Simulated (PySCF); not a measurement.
**Cu: excitation energy**

Cu [Ar] 3d10 4s1 (2S) → Cu [Ar] 3d9 4s1 4p1 (high-spin determinant), as a difference of total energies. Computed with PySCF 2.14 in aug-cc-pVTZ-PP with ECP10MDF (6s6p5d3f2g, 88 functions), with a scalar-relativistic core potential. Correlated levels: valence: 3s2 3p6 frozen. The calculations carry no spin-orbit coupling.

```json
{"method": "UHF", "excitation energy (cm⁻¹)": "16070"}
{"method": "MP2 (valence)", "excitation energy (cm⁻¹)": "45229"}
{"method": "SCS-MP2 (valence)", "excitation energy (cm⁻¹)": "42507"}
{"method": "CCSD (valence)", "excitation energy (cm⁻¹)": "35974"}
{"method": "CCSD(T) (valence)", "excitation energy (cm⁻¹)": "38391"}
```

The determinant of the upper state mixes LS terms, which raises its energy above the lowest term, most at the Hartree-Fock and MP2 levels.
